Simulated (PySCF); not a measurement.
Input file for PySCF: R-BP86/6-31G* on FHSi (SMILES F[SiH]), a point of a bond scan (R = 1.230 Å).

```python
from pyscf import gto, scf, dft, mp
from pyscf.data.elements import chemcore

mol = gto.M(
    atom='''
    Si   -0.20727404   -0.34538525    0.44957300
    H    -0.84394199   -1.02499550   -0.35469961
    F     0.43388284    0.67003240   -0.63758381
    ''',
    basis='6-31g*',
    cart=True,
    charge=0, spin=0, verbose=3, max_memory=1800)
mf = dft.RKS(mol, xc='b88,p86')
mf.conv_tol = 1e-8
mf.max_cycle = 100
mf.kernel()
if not mf.converged:
    mf = mf.newton().run(mf.mo_coeff, mf.mo_occ)
```

It printed:

```
converged SCF energy = -389.881651902787
```

The calculation finished and met its thresholds.

Cost: very roughly 0.7 core-seconds.
